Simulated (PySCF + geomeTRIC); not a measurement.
[Mo(NH2)(CH3)5] (charge 0, multiplicity 1), PySCF + geomeTRIC with BP86-D3(BJ)/def2-SVP. The run hit its time limit unfinished.

```python
import json, numpy as np
from pyscf import gto, dft
from fastk import lowrank_exchange
atoms = """
Mo     0.000000     0.000000     0.000000
N      0.336525    -2.019430     0.756279
H     -0.558434    -2.491520     0.849235
H      0.724132    -1.961513     1.693761
C      0.364789     0.824953     2.040525
H      0.770745     1.839924     1.990219
H      1.078910     0.208250     2.594788
H     -0.561202     0.865602     2.622235
C     -2.173925    -0.188209     0.464747
H     -2.419826     0.301212     1.412110
H     -2.471789    -1.238079     0.545673
H     -2.786802     0.272102    -0.316274
C     -0.344030     2.064293    -0.773111
H     -1.255189     2.498432    -0.350252
H     -0.449101     2.066466    -1.862355
H      0.489159     2.726292    -0.518060
C     -0.364780    -0.824981    -2.040515
H     -1.337979    -0.507681    -2.427429
H     -0.350455    -1.919166    -2.033303
H      0.400012    -0.487030    -2.746475
C      2.173932     0.188270    -0.464687
H      2.395533     1.149653    -0.938116
H      2.502639    -0.601878    -1.146682
H      2.780271     0.117205     0.443498
"""
def scf(charge, spin, dm0=None):
    mol = gto.M(atom=atoms, basis='def2-svp', ecp={'Mo': 'def2-svp'}, charge=charge, spin=spin, verbose=3, max_memory=3360)
    mf = dft.KS(mol, xc='bp86').density_fit(auxbasis="def2-universal-jkfit")
    mf.disp = 'd3bj'
    mf.grids.level = 3
    mf.conv_tol = 1e-8
    mf.max_cycle = 120
    mf.level_shift = 0.25
    mf.kernel(dm0)
    if not mf.converged:
        mf = mf.newton().run(mf.mo_coeff, mf.mo_occ).undo_soscf()
    return mf
mf = scf(0, 0)
from pyscf.geomopt.geometric_solver import kernel as optimize
path = []
done, mol = optimize(mf, maxsteps=120, assert_convergence=False, callback=lambda env: path.append((env["energy"], bool(env["g_scanner"].converged))))
res = dict(converged=bool(done and path[-1][1]), energy=path[-1][0], path=[e for e, c in path], xyz=mol.atom_coords(unit="Angstrom").tolist(), nao=mol.nao)
json.dump(res, open("result.json", "w"))
```

The last lines of the output:

```
Step   35 : Displace = 4.112e-02/1.008e-01 (rms/max) Trust = 3.000e-01 (=) Grad = 1.169e-03/2.853e-03 (rms/max) E (change) = -323.5934140517 (-2.306e-04) Quality = 1.154
Step   36 : Displace = 3.729e-02/7.897e-02 (rms/max) Trust = 3.000e-01 (=) Grad = 1.228e-03/3.758e-03 (rms/max) E (change) = -323.5936294728 (-2.154e-04) Quality = 1.060
Step   37 : Displace = 1.609e-02/3.480e-02 (rms/max) Trust = 3.000e-01 (=) Grad = 1.215e-03/4.022e-03 (rms/max) E (change) = -323.5938053692 (-1.759e-04) Quality = 1.355
Step   38 : Displace = 2.703e-02/7.200e-02 (rms/max) Trust = 3.000e-01 (=) Grad = 9.730e-04/3.035e-03 (rms/max) E (change) = -323.5939927094 (-1.873e-04) Quality = 1.310
Step   39 : Displace = 2.785e-02/6.609e-02 (rms/max) Trust = 3.000e-01 (=) Grad = 6.882e-04/1.725e-03 (rms/max) E (change) = -323.5941570998 (-1.644e-04) Quality = 1.252
Step   40 : Displace = 2.438e-02/6.942e-02 (rms/max) Trust = 3.000e-01 (=) Grad = 6.038e-04/1.305e-03 (rms/max) E (change) = -323.5942572528 (-1.002e-04) Quality = 1.240
Step   41 : Displace = 1.968e-02/4.403e-02 (rms/max) Trust = 3.000e-01 (=) Grad = 8.321e-04/2.413e-03 (rms/max) E (change) = -323.5943371878 (-7.993e-05) Quality = 0.961
Step   42 : Displace = 1.285e-02/4.166e-02 (rms/max) Trust = 3.000e-01 (=) Grad = 6.485e-04/1.485e-03 (rms/max) E (change) = -323.5944211885 (-8.400e-05) Quality = 1.511
Step   43 : Displace = 1.544e-02/4.772e-02 (rms/max) Trust = 3.000e-01 (=) Grad = 5.410e-04/1.397e-03 (rms/max) E (change) = -323.5945093290 (-8.814e-05) Quality = 1.440
Step   44 : Displace = 1.362e-02/4.202e-02 (rms/max) Trust = 3.000e-01 (=) Grad = 5.111e-04/1.308e-03 (rms/max) E (change) = -323.5945656790 (-5.635e-05) Quality = 1.464
Step   45 : Displace = 1.572e-02/4.843e-02 (rms/max) Trust = 3.000e-01 (=) Grad = 4.504e-04/1.173e-03 (rms/max) E (change) = -323.5946115712 (-4.589e-05) Quality = 1.391
Step   46 : Displace = 1.480e-02/4.467e-02 (rms/max) Trust = 3.000e-01 (=) Grad = 3.671e-04/7.740e-04 (rms/max) E (change) = -323.5946520777 (-4.051e-05) Quality = 1.378
Step   47 : Displace = 1.618e-02/4.367e-02 (rms/max) Trust = 3.000e-01 (=) Grad = 3.427e-04/7.029e-04 (rms/max) E (change) = -323.5946860928 (-3.402e-05) Quality = 1.319
Step   48 : Displace = 1.035e-02/2.207e-02 (rms/max) Trust = 3.000e-01 (=) Grad = 2.948e-04/5.762e-04 (rms/max) E (change) = -323.5947086199 (-2.253e-05) Quality = 1.319
```
